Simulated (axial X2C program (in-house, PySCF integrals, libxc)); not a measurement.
**FeH⁻: from the spin-free to the two-component result**

Computed with an axial X2C code built on PySCF integrals. Spin-free means the one-electron spin-free X2C Hamiltonian; two-component (2c) means X2C with spin–orbit coupling and atomic mean-field two-electron Coulomb and Gaunt terms, so the difference of the two also holds small scalar two-electron terms. Basis: Fe dyall-acv3z [10s11p7d4f2g], H dyall-av3z [7s3p2d] (cores contracted in-house); Gaussian nuclei, density fitting, unrestricted open shells. Masses: Fe 55.935 u, H 1.008 u.

Spin-free state: M_S = 2, Λ = 1 (beyond evenly filled blocks: σα, π+α, π+β, π-α, δ+α, δ-α); fragments Fe + H- for PBE0, TPSSh; Fe- + H for HF.

```
level  Re (Å)  ωe (cm⁻¹)  De (eV)  μ (D)
 PBE0   1.671     1331.9    1.829   2.13
   HF   1.797     1247.6      n/a   5.30
TPSSh   1.651     1414.6    1.887   2.26
```

Dipoles are positive if H is the positive end and refer to the centre of mass.

Two-component determinant lowest at the distance of the search:

Ω = 3 (⟨Sz⟩ = 2.00, ⟨Lz⟩ = 1.00 at PBE0); fragments Fe + H-.

```csv
level,Re (Å),ωe (cm⁻¹),μ (D)
PBE0,1.671,1331.0,2.13
HF,1.797,1246.5,5.30
TPSSh,1.650,1413.7,2.27
```

Task: From the two tables, how do the constants change at the PBE0 level (2c against spin-free)?

Result: At the PBE0 level Re is unchanged within 0.001 Å and ωe goes down by 0.9 cm⁻¹.

The state is one determinant whose occupation by symmetry is held fixed; it was picked as the lowest of a PBE0 search that is not exhaustive. Dissociation energies refer to the lowest single-determinant-based atoms at the same level and basis. De is not given where an atomic determinant may have missed its ground term or J level, or where the truncated virtual space spoils (T). Density functionals use the spin component along the axis (collinear). The highest occupied level is positive at some bond lengths even in Hartree–Fock (under at least one Hamiltonian), so the basis set holds the extra electron there; where that holds at Re the anion is at best weakly bound and its constants depend on the basis. Other states lie close and PBE0, whose exact exchange favours high spin, may order them wrongly; the determinant shown need not be the ground state. The nearest other spin-free determinant of the search, M_S = 1, Λ = 0, lies 0.31 eV up at the distance of the search. The functionals have no current-density term, which raises determinants with orbital currents, atoms included. With several unpaired electrons one determinant need not be a pure state. A state of lower Ω lies just above, and one determinant can place such states too high, so the state shown need not be the lowest. The search has Ω = 1 only 0.04 eV up. Open-shell Ω = 0 determinants with evenly filled partner blocks cannot be reached by this program, so the Ω shown need not be the lowest component. The determinant is spin-polarised beyond a pure state at some levels (its spin-free form has ⟨S²⟩ too high), which makes Re and μ there less reliable.
